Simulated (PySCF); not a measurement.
H8PSi3 (SMILES [SiH2]P([SiH3])[SiH3]), doublet, geometry from GFN2-xTB; PBE0/def2-SVP (PySCF).

Input for PySCF:
```python
from pyscf import gto, scf, dft

mol = gto.Mole()
mol.atom = '''
    Si   -0.53553481    1.95659748   -0.18433632
    P    -0.18297106   -0.03455366    0.70585406
    Si    1.95119675   -0.44171437    0.23864680
    Si   -1.28042654   -1.37952794   -0.68048368
    H    -1.97115061    2.23838223   -0.07004645
    H     0.19729997    2.93848098    0.62251224
    H     2.24448884   -1.78709677    0.72598334
    H     2.72504487    0.56655955    0.95728692
    H     2.22169908   -0.35381557   -1.19799027
    H    -2.68284589   -0.97943007   -0.60603474
    H    -0.79563989   -1.25598825   -2.05686705
    H    -1.08762608   -2.74375946   -0.19623004
'''
mol.basis = 'def2-svp'
mol.spin = 1
mol.verbose = 4
mol.build()

mf = dft.UKS(mol)
mf.xc = 'pbe0'
mf.grids.atom_grid = (99, 590)
mf.grids.prune = None
mf.kernel()
```

It wrote (shortened):

```
PySCF version 2.14.0

[INPUT] verbose = 4
[INPUT] num. atoms = 12
[INPUT] num. electrons = 65
[INPUT] charge = 0
[INPUT] spin (= nelec alpha-beta = 2S) = 1
[INPUT] symmetry False subgroup None
[INPUT] Mole.unit = angstrom
[INPUT] Symbol           X                Y                Z      unit          X                Y                Z       unit  Magmom
[INPUT]  1 Si    -0.535534810000   1.956597480000  -0.184336320000 AA   -1.012014121071   3.697433373214  -0.348345159610 Bohr   0.0
[INPUT]  2 P     -0.182971060000  -0.034553660000   0.705854060000 AA   -0.345765192121  -0.065296954001   1.333870857312 Bohr   0.0
[INPUT]  3 Si     1.951196750000  -0.441714370000   0.238646800000 AA    3.687227472641  -0.834719184585   0.450977092504 Bohr   0.0
[INPUT]  4 Si    -1.280426540000  -1.379527940000  -0.680483680000 AA   -2.419655483224  -2.606929987785  -1.285927787436 Bohr   0.0
[INPUT]  5 H     -1.971150610000   2.238382230000  -0.070046450000 AA   -3.724934803169   4.229929376793  -0.132368606498 Bohr   0.0
[INPUT]  6 H      0.197299970000   2.938480980000   0.622512240000 AA    0.372842907685   5.552924274444   1.176377642790 Bohr   0.0
[INPUT]  7 H      2.244488840000  -1.787096770000   0.725983340000 AA    4.241469197243  -3.377123453395   1.371909683597 Bohr   0.0
[INPUT]  8 H      2.725044870000   0.566559550000   0.957286920000 AA    5.149588481451   1.070642382757   1.809010101428 Bohr   0.0
[INPUT]  9 H      2.221699080000  -0.353815570000  -1.197990270000 AA    4.198402792398  -0.668614525907  -2.263873510194 Bohr   0.0
[INPUT] 10 H     -2.682845890000  -0.979430070000  -0.606034740000 AA   -5.069843966515  -1.850854590464  -1.145239680572 Bohr   0.0
[INPUT] 11 H     -0.795639890000  -1.255988250000  -2.056867050000 AA   -1.503541485879  -2.373473808172  -3.886915399142 Bohr   0.0
[INPUT] 12 H     -1.087626080000  -2.743759460000  -0.196230040000 AA   -2.055315417134  -5.184953931085  -0.370821033012 Bohr   0.0

nuclear repulsion = 334.62035101914
number of shells = 56
number of NR pGTOs = 200
number of NR cGTOs = 112
basis = def2-svp
ecp = {}

******** <class 'pyscf.dft.uks.UKS'> ********
method = UKS
initial guess = minao
damping factor = 0
level_shift factor = 0
DIIS = <class 'pyscf.scf.diis.CDIIS'>
diis_start_cycle = 1
diis_space = 8
diis_damp = 0
SCF conv_tol = 1e-09
SCF conv_tol_grad = None
SCF max_cycles = 50
direct_scf = True
direct_scf_tol = 1e-13
number electrons alpha = 33  beta = 32
XC library pyscf.dft.libxc version 7.1.2
    S. Lehtola, C. Steigemann, M. J. T. Oliveira, and M. A. L. Marques,  SoftwareX 7, 1–5 (2018)
XC functionals = pbe0
    C. Adamo and V. Barone,  J. Chem. Phys. 110, 6158 (1999)
    M. Ernzerhof and G. E. Scuseria,  J. Chem. Phys. 110, 5029 (1999)
radial grids:
    Treutler-Ahlrichs [JCP 102, 346 (1995); DOI:10.1063/1.469408] (M4) radial grids

becke partition: Becke, JCP 88, 2547 (1988); DOI:10.1063/1.454033
pruning grids: None
grids dens level: 3
symmetrized grids: False
atomic radii adjust function: <function treutler_atomic_radii_adjust>
User specified grid scheme (99, 590)
small_rho_cutoff = 0
Set gradient conv threshold to 3.16228e-05
tot grids = 700920
init E= -1213.63375110728

cycle= 1 E= -1213.7068540956  delta_E= -0.0731  |g|= 0.116  |ddm|= 2.25
cycle= 2 E= -1213.71129135805  delta_E= -0.00444  |g|= 0.087  |ddm|= 0.336
cycle= 3 E= -1213.71665882357  delta_E= -0.00537  |g|= 0.0302  |ddm|= 0.184
cycle= 4 E= -1213.71738251525  delta_E= -0.000724  |g|= 0.00664  |ddm|= 0.0579
cycle= 5 E= -1213.71742779529  delta_E= -4.53e-05  |g|= 0.00287  |ddm|= 0.0162
cycle= 6 E= -1213.71743652721  delta_E= -8.73e-06  |g|= 0.000787  |ddm|= 0.00679
cycle= 7 E= -1213.71743761539  delta_E= -1.09e-06  |g|= 0.000281  |ddm|= 0.0027
cycle= 8 E= -1213.71743774696  delta_E= -1.32e-07  |g|= 0.000121  |ddm|= 0.00101
cycle= 9 E= -1213.71743776753  delta_E= -2.06e-08  |g|= 2.89e-05  |ddm|= 0.000381
cycle= 10 E= -1213.71743776919  delta_E= -1.65e-09  |g|= 7.44e-06  |ddm|= 0.000111
cycle= 11 E= -1213.7174377693  delta_E= -1.17e-10  |g|= 2.38e-06  |ddm|= 3.03e-05
Extra cycle  E= -1213.71743776931  delta_E= -8.19e-12  |g|= 1.36e-06  |ddm|= 8.49e-06
converged SCF energy = -1213.71743776931  <S^2> = 0.75342137  2S+1 = 2.0034184
```
